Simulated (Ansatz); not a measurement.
Stepwise reaction of `F[Si](F)([SiH3])[SiH3]` with water, as a gas-phase model of exchange steps in deposition or etching. ΔE in kJ/mol; ΔG adds harmonic PBE0-D4 terms to CCSD(T)/CBS, at 1 bar.

Computed with Ansatz on PBE0-D4/def2-TZVP structures; ΔE is electronic, products minus reactants. CCSD(T)/CBS adds triple-zeta CCSD(T) − MP2 to the extrapolated MP2 energy (def2 sets, frozen cores). This one scheme is used for every species. DFT in def2-TZVPP. B3LYP here is the variant with VWN-RPA as its local correlation; programs differ in this. One conformer a species, not always the lowest.

```csv
step,reaction,PBE-D4,B3LYP-D4,ωB97M-V,CCSD(T)/CBS,ΔG(600 K)
1,`F[Si](F)([SiH3])[SiH3]` + H₂O → `O[Si](F)(F)[SiH3]` + SiH₄,-109.7,-131.6,-139.2,-132.1,-127.8
```

(1) Give the row of step 2, `O[Si](F)(F)[SiH3]` + H₂O → `O[Si](O)(F)F` + SiH₄. (Estimate.)

(2) By hand: ΔE of the 2 steps together at CCSD(T)/CBS.

## Answers

(1) Ansatz gave: 
```json
{"step": "2", "reaction": "`O[Si](F)(F)[SiH3]` + H₂O → `O[Si](O)(F)F` + SiH₄", "PBE-D4": "-98.8", "B3LYP-D4": "-119.6", "ωB97M-V": "-127.3", "CCSD(T)/CBS": "-121.9", "ΔG(600 K)": "-112.2"}
```

(2) (-132.1) + (-121.9) = -254.0 kJ/mol, or -127.0 kJ/mol a step.

In ΔE each step is higher than the one before. All are downhill at CCSD(T)/CBS. ΔG lies between -127.8 and -112.2 kJ/mol a step. PBE-D4 differs from CCSD(T)/CBS by 22.4 to 23.1 kJ/mol a step. Only this route is followed, and other bonds may react first. Isolated molecules leave out the surface, adducts and barriers. Largest T1 diagnostic: 0.013.
